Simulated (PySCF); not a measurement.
## Relaxation of doublet Zr(OH)₃

All numbers come from UPBE0 in PySCF with Zr def2-TZVP with ECP28, O def2-TZVP, H def2-TZVP; scalar-relativistic core potentials, no spin–orbit coupling; density-fitted integrals. A (50,194) grid was used.

A hand-made T-shaped (heavy-atom frame) start, with no symmetry imposed:

```xyz
7
charge 0 multiplicity 2, angstrom
Zr    0.0053    0.0000   -0.2848
O     0.0053    0.0000    1.8852
O     2.1740    0.0000   -0.2091
O    -2.1634    0.0000   -0.2091
H    -0.7301    0.0000    2.5023
H     2.7907   -0.7354   -0.1875
H    -2.7801    0.7354   -0.1875
```

Problem. What forces act on the atoms at the start (eV/Å)?

Solution. 
| atom | Fx | Fy | Fz |
| --- | --- | --- | --- |
| Zr1 | -0.11 | 0.02 | 5.53 |
| O2 | 0.54 | 0.00 | -3.34 |
| O3 | -3.08 | -0.25 | -0.90 |
| O4 | 2.90 | 0.24 | -0.89 |
| H5 | -0.26 | -0.01 | -0.47 |
| H6 | -0.01 | 0.20 | 0.06 |
| H7 | 0.02 | -0.19 | 0.01 |

Problem. What does it relax to?

Solution. It ends at D3h with O–H 0.952 Å (×3), Zr–O 1.926 Å (×3); H–O–Zr 180.0° (×3), O–Zr–O 120.0° (×3) (after a last refinement on a finer grid). A frequency run shows a minimum.

Problem. How much energy is released, and in how many steps?

Solution. 255.4 kJ/mol in 32 steps.

Open d and f shells are described by one determinant, and the ground state may have another occupation or spin.
